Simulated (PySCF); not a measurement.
A geometry optimisation on `C[O][AlH2-][SbH3+]`.

Method: PBE0-D3(BJ)/def2-SVP geometry optimisation, gas phase, def2 core potentials past Kr (PySCF 2.14.0). Start geometry: GFN2-xTB. A driver script takes a list of jobs; this job's settings line and coordinates (Å) are shown.

Input:
```
{"job": {"xc": "PBE0", "basis": "def2-SVP", "d3": "d3bj", "grid": 1, "maxiter": 30, "shake": 0.01, "kind": "geom"}, "charge": 0, "multiplicity": 1}
C      2.114780     0.632900    -0.581850
O      1.220200    -0.243020     0.043450
Al     0.212090    -1.327750     0.788630
Sb    -2.078120     0.018200     0.122950
H      2.817390     1.038760     0.122030
H      1.523950     1.500190    -1.007280
H      2.638260     0.151920    -1.393570
H      0.072210    -1.182740     2.329230
H     -0.103940    -2.638900     0.068450
H     -1.934880     1.114490    -1.122850
H     -2.789600     1.244980     1.068910
H     -3.652660    -0.337300    -0.447140
```

Output:
```
step   0  E = -600.39469933  max force = 0.050027
step   1  E = -600.40490555  max force = 0.007370
step   2  E = -600.40538223  max force = 0.002207
step   3  E = -600.40551089  max force = 0.001196
step   4  E = -600.40555957  max force = 0.000817
step   5  E = -600.40558868  max force = 0.000911
step   6  E = -600.40561535  max force = 0.000834
step   7  E = -600.40565294  max force = 0.001262
step   8  E = -600.40570661  max force = 0.001609
step   9  E = -600.40597366  max force = 0.003022
... (10 lines left out)
step  20  E = -600.40858693  max force = 0.000465
step  21  E = -600.40861487  max force = 0.000558
step  22  E = -600.40863068  max force = 0.000442
step  23  E = -600.40866070  max force = 0.000866
step  24  E = -600.40868947  max force = 0.001083
step  25  E = -600.40872024  max force = 0.000849
step  26  E = -600.40874311  max force = 0.000810
step  27  E = -600.40876648  max force = 0.000548
step  28  E = -600.40876343  max force = 0.000710
step  29  E = -600.40877391  max force = 0.000233
optimisation converged
```

Energies in Eh; «max force» is the largest Cartesian gradient component in Eh/bohr.

Task: How much energy does the optimisation release, in eV?

Result: E(step 0) − E(last step) = 0.014075 Eh, which is 0.383 eV.

Task: Give the first gradient maximum in eV/Å.

Result: With 1 Eh/bohr = 51.422 eV/Å, 2.572 eV/Å.

In short: final energy -600.40877 Eh after 29 steps; dipole 2.71 D.

Task: Estimate the wall time. Hardware: one thread, Arm Neoverse V1 (aarch64), no GPU (shared host). And the peak memory of the process?

Result: About 2.7 min, with 0.47 GiB resident at the peak, the Python interpreter and its libraries included.
Labels such as C1 count atoms from 1, the log's own numbers from 0.
